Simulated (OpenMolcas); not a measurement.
# Ionisation energies of iodine

```yaml
Program: OpenMolcas
Basis: ANO-RCC-VQZP [8s7p5d3f2g]
Scalar_Hamiltonian: DKH2, point nucleus
Spin-orbit_coupling: state interaction with AMFI integrals over the reference wave functions, term energies averaged over their components
```

Active shells in each charge state: the valence s, p shells, with orbitals averaged over the low states. Where CASPT2's correlated closed shells are named, they are those of the first ion.

A. CASSCF
B. SS-CASPT2, IPEA 0.25 Eh, imaginary shift 0.1 Eh (closed shells correlated: 4d)
C. SS-CASPT2, IPEA 0 Eh, imaginary shift 0.1 Eh (closed shells correlated: 4d)
D. SS-CASPT2, IPEA 0.25 Eh, imaginary shift 0.1 Eh (closed shells correlated: none)
E. SS-CASPT2, IPEA 0.25 Eh, imaginary shift 0.1 Eh (closed shells correlated: 4s 4p 4d)

Energies in eV between the lowest computed levels, named as in B; reference values from the NIST Atomic Spectra Database with their kind.

| From | To | A | B | C | D | E | Spin-orbit share in B | Reference |
| --- | --- | --- | --- | --- | --- | --- | --- | --- |
| I3+ 5s2 5p2 3P0 | I4+ 5s2 5p 2P* 1/2 | 39.433 | 40.458 | 40.547 | 40.031 | 40.476 | +0.225 | 40.357 (measured) |
| I4+ 5s2 5p 2P* 1/2 | I5+ 5s2 1S0 | 50.031 | 51.259 | 51.347 | 50.688 | 51.301 | +0.887 | 51.520 (measured) |
| I5+ 5s2 1S0 | I6+ 5s 2S 1/2 | 73.153 | 74.273 | 74.277 | 73.230 | 74.378 | +0.000 | 74.400 (semi-empirical) |
| I6+ 5s 2S 1/2 | I7+ 4d10 1S0 | 85.899 | 87.503 | 87.542 | 85.899 | 87.650 | +0.000 | 87.610 (semi-empirical) |

Steps that some method lacks are left out, and so are those with a state whose active s or d shell is doubly occupied in every root (s and p with five to eight electrons, d10) over a frozen core shell of the same l, since the two then mix freely.

Error against the reference values, in %:

| From | Reference | A | B | C | D | E |
| --- | --- | --- | --- | --- | --- | --- |
| I3+ | measured | -2.3 | +0.3 | +0.5 | -0.8 | +0.3 |
| I4+ | measured | -2.9 | -0.5 | -0.3 | -1.6 | -0.4 |
| I5+ | semi-empirical | -1.7 | -0.2 | -0.2 | -1.6 | 0 |
| I6+ | semi-empirical | -2.0 | -0.1 | -0.1 | -2.0 | 0 |

Mean absolute error over the 2 measured values: A 1.21 eV, B 0.18 eV, C 0.18 eV, D 0.58 eV, E 0.17 eV.

* marks odd parity.
